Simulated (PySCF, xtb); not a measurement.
Br2, SMILES BrBr.

GFN2-xTB in xtb at its own geometry gives an orbital gap of 2.59 eV and a dipole moment of 0.00 D.

Geometry optimised at PBE-D3(BJ)/def2-TZVP.

**Question.** What does PySCF with PBE/def2-TZVPD give? (The exact figures need the calculation; the answer reports its results.)

**Answer.** gap 2.24 eV (levels -6.90 and -4.66 eV), dipole 0.00 D.
